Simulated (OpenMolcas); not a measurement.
**B+: effect of the active space**

| Item | Value |
| --- | --- |
| Program | OpenMolcas |
| Method | CASSCF or its RAS form |
| Basis | ANO-R2 |
| Scalar Hamiltonian | X2C, finite nucleus |
| Spin-orbit coupling | RASSI with atomic mean-field integrals over the reference wave functions, term energies averaged over their components |

A. 2 electrons in 4 orbitals (2s 2p); 2S+1 = 3 even, 3 roots; 2S+1 = 1 even, 7 roots; 2S+1 = 3 odd, 3 roots; 2S+1 = 1 odd, 3 roots; cost about 10 core-seconds
B. 2 electrons in 8 orbitals (2s 2p 3s 3p); 2S+1 = 3 even, 3 roots; 2S+1 = 1 even, 7 roots; 2S+1 = 3 odd, 3 roots; 2S+1 = 1 odd, 3 roots; cost roughly 14 core-seconds
C. 2 electrons in 9 orbitals (RAS2 2s 2p; RAS3 3d, at most 2 electrons); 2S+1 = 3 even, 3 roots; 2S+1 = 1 even, 7 roots; 2S+1 = 3 odd, 3 roots; 2S+1 = 1 odd, 3 roots; cost about 16 core-seconds

Energies in cm-1 above 2s2 1S0, the measured ground level; measured values from NIST Handbook of Basic Atomic Spectroscopic Data.

```json
{"Level": "2s2 1S0", "A": "0.0", "B": "0.0", "C": "0.0", "Measured": "0.0"}
{"Level": "2s 2p 3P* 0", "A": "37672", "B": "37783", "C": "36741", "Measured": "37336"}
{"Level": "2s 2p 3P* 1", "A": "37679", "B": "37790", "C": "36748", "Measured": "37342"}
{"Level": "2s 2p 3P* 2", "A": "37694", "B": "37805", "C": "36762", "Measured": "37358"}
{"Level": "2s 2p 1P* 1", "A": "83137", "B": "81911", "C": "75427", "Measured": "73397"}
{"Level": "2p2 3P0", "A": "100346", "B": "100071", "C": "99395", "Measured": "98911"}
{"Level": "2p2 3P1", "A": "100353", "B": "100078", "C": "99402", "Measured": "98920"}
{"Level": "2p2 3P2", "A": "100367", "B": "100093", "C": "99416", "Measured": "98933"}
{"Level": "2p2 1D2", "A": "112511", "B": "111586", "C": "103589", "Measured": "102363"}
```

Deviations, from unrounded energies. A percentage is the sum of absolute deviations over the sum of measured energies, with the sign that they share, or ± where signs differ.

```tsv
Against measurement	Levels	A	B	C
mean absolute deviation (cm-1)	8	3200	2800	810
other configurations (%)	8	+4.3	+3.9	±1.1
```

C lies closest to measurement on these levels and A furthest from it. The largest miss of C in the table is 2s 2p 1P* 1, by +2000 cm-1. The ranking rests on the paired levels alone, and a cruder setting can come out closer through cancelling errors.

Among A to C the level of the table that moves most is 2p2 1D2, by 8900 cm-1 (lowest in C, highest in A).

Without dynamic correlation excited terms often stand tens of per cent too high (terms of higher spin than the ground term too low), and those without a measured partner can miss by more than the paired ones. Active for correlation alone: 3p 3s; no level in the range computed is led by a configuration that fills them, so any true level of that kind is missing (holds for B). Active for correlation alone: 3d; no level in the range computed is led by a configuration that fills it, so any true level of that kind is missing (holds for C). Computed and measured levels are paired by configuration, term and J; levels that our copy of the source lacks, or whose pairing is in doubt (as where it misses far off the trend of its configuration), stay unpaired and out of the deviations. Only configurations of the active space appear. Levels that lie high or do not pair safely by name in every column are left out.

* marks odd parity.
